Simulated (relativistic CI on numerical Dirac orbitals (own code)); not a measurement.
## Spin-allowed bands of a d7 ion in an octahedral site, by hand

Problem. Take Δ = 6970 cm⁻¹ and B = 410 cm⁻¹ for a high-spin d7 ion in an octahedral site. Calculate the three spin-allowed bands.

Working.
1. The terms of highest spin are 4F (energy 0) and 4P (15B = 6150 cm⁻¹). Here the F term splits into A2 at +1.2Δ = 8364, T2 at +0.2Δ = 1394 and T1 at −0.6Δ = -4182 cm⁻¹.
2. The two T1 states mix through the element 0.4Δ: H = [[-4182, 2788], [2788, 6150]], with roots ½(H₁₁ + H₂₂) ∓ ½√[(H₂₂ − H₁₁)² + 4H₁₂²] = ½(1968) ∓ ½(11741) = -4886 and 6854 cm⁻¹.
3. The ground term is 4T1 at -4886 cm⁻¹.
4. Bands: 4T2 6280 cm⁻¹ (1592 nm), 4T1(P) 11741 cm⁻¹ (852 nm), 4A2 13250 cm⁻¹ (755 nm).

Check. Exact diagonalisation of the whole d7 shell with these parameters gives 4T2 6280, 4T1 11741, 4A2 13250 cm⁻¹. The match is exact, since without spin-orbit coupling no other term has this spin. The ratio of the second band to the first, 1.869, depends on Δ/B = 17.0 alone, which is how a Tanabe-Sugano diagram is read.
